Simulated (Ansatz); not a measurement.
## Two structures, one formula

The two ends of one reaction step of SiH4BrOF, closed shell (PBE0-D4/def2-TZVP).

A:

Si1  (-0.948, -0.542, 0.075)
F2  (-0.593, 0.177, -1.320)
H3  (-0.296, -1.869, 0.006)
H4  (-2.416, -0.608, 0.191)
O5  (-0.413, 0.358, 1.318)
H6  (1.494, 0.968, -1.256)
Br7  (2.640, 1.009, -0.408)
H8  (0.534, 0.507, 1.392)
(Å)

B:

```xyz
8
angstrom
Si -1.0147 -0.0749 -0.3943
F 2.1833 -0.1923 0.8221
H -0.9157 -1.3745 -1.0935
H -2.3440 0.5481 -0.5228
O -0.6376 -0.1456 1.1809
H 2.0041 0.3429 0.0773
Br 0.4494 1.2574 -1.4798
H 0.2752 -0.3611 1.4101
```

Computed with Ansatz 0.2.0 (basis: def2-TZVPP); correlated methods freeze the cores. Filled d shells of the heavier atoms are correlated. The def2 sets are not built for correlating such inner shells, so the correlated values are less sure here. B3LYP uses VWN-RPA correlation.

Which structure is lower at CCSD(T), and by how much? (An estimate is asked for; the value comes from the calculation.)

The calculation gives: A, by 0.431 eV (electronic energy, against the other). By their contacts, A is a complex of SiH₃OF ([OH][SiH2][F]) + HBr and B is a complex of SiH₃BrO ([OH][SiH2][Br]) + HF.

All methods give the same order:

```tsv
method	E(B) − E(A) (eV)
SPW92	0.232
PBE-D4	0.261
BLYP-D4	0.403
r2SCAN-D4	0.366
B97M-V	0.460
PBE0-D4	0.284
B3LYP-D4	0.414
r2SCAN0-D4	0.358
BHLYP-D4	0.450
CAM-B3LYP-D4	0.470
wB97X-V	0.402
wB97M-V	0.384
B2PLYP	0.435
PBE-QIDH	0.332
RPA on PBE	0.487
HF	0.574
MP2	0.380
CCSD	0.462
CCSD(T)	0.431
```

The T1 diagnostic stays at or below 0.010.

Labels in which every atom is bracketed show which atoms are joined, not bond orders.

For scale, one of the runs: CCSD(T)/def2-TZVPP, 208 basis functions, launched by `ansatz run in.yaml --threads 4 --pin off --events-out ev --progress --plain --max-ram 9574MiB`. Time: 110 s of wall clock on 4 CPU threads of an Arm Neoverse V1; the host was shared. Peak host memory: 2.9 GiB.
